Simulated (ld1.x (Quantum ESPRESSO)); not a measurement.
# Logarithmic derivatives: Zr (Z = 40), TM

ld1.x (Quantum ESPRESSO) 7.5 input, shortened:

```
&input
   title='Zr', zed=40., rel=1, dft='PBE', iswitch=3,
   config='[Kr] 4d2 5s1.5 5p0'
 /
 &inputp
   pseudotype=2, tm=.true., lloc=-1, rcloc=2.40,
   nlcc=.false.
 /
3
4S  1  0   2.00   0.00  1.90  1.90  0.0
4P  2  1   6.00   0.00  1.80  1.80  0.0
4D  3  2   2.00   0.00  2.40  2.40  0.0
 &test
   configts(1)='4s2 4p6 4d2 5s1.5 5p0'
 /
```

Occupied shells without a wave of their own: 5s. They enter only through the test configuration that unscreens the potential.

The phase is arctan(r·u′/u) with u = r·R(r), unwrapped; energies in Ry, scanned from -6 to 5 Ry. A pole is an energy at which the radial function vanishes at the test radius. The pseudo phase is shifted by a multiple of π to meet the all-electron one at the reference energy, and phase errors are pseudo minus all-electron; the curves can meet again beyond the range given. Levels narrower than the energy grid can be missing from the lists of poles.

```tsv
channel	radius (bohr)	reference energy (Ry)	poles, all-electron	poles, pseudo	unbroken range about the reference energy with phases within 0.05 rad	phase error 1 Ry above the reference energy (rad)
s	2.60	-4.24	-4.16, 3.09	-4.21, 0.38	not even at the reference energy	-0.010
p	2.60	-2.62	-2.43, 4.36	-2.48, 4.34	not even at the reference energy	-0.005
d	2.60	-0.49	0.26	0.22	not even at the reference energy	-0.006
```

A Bessel basis up to 400 Ry misses an occupied level by 0.05 Ry, so cutoffs and ghosts were not judged. The potential misses its own reference levels by up to 3.5 eV, so it is not fit for use.

Phases in the d channel:

| E (Ry) | all-electron | pseudo |
| --- | --- | --- |
| -6.00 | 1.407 | 1.407 |
| -5.48 | 1.399 | 1.398 |
| -4.96 | 1.388 | 1.388 |
| -4.44 | 1.376 | 1.376 |
| -3.92 | 1.361 | 1.361 |
| -3.40 | 1.342 | 1.342 |
| -2.88 | 1.316 | 1.315 |
| -2.36 | 1.277 | 1.276 |
| -1.84 | 1.211 | 1.208 |
| -1.32 | 1.063 | 1.050 |
| -0.80 | 0.400 | 0.296 |
| -0.28 | -1.236 | -1.280 |
| 0.24 | -1.566 | -1.577 |
| 0.76 | -1.694 | -1.696 |
| 1.28 | -1.794 | -1.790 |
| 1.80 | -1.921 | -1.904 |
| 2.32 | -2.163 | -2.102 |
| 2.84 | -2.848 | -2.597 |
| 3.36 | -3.917 | -3.636 |
| 3.88 | -4.333 | -4.215 |
| 4.40 | -4.495 | -4.428 |
| 4.92 | -4.580 | -4.533 |
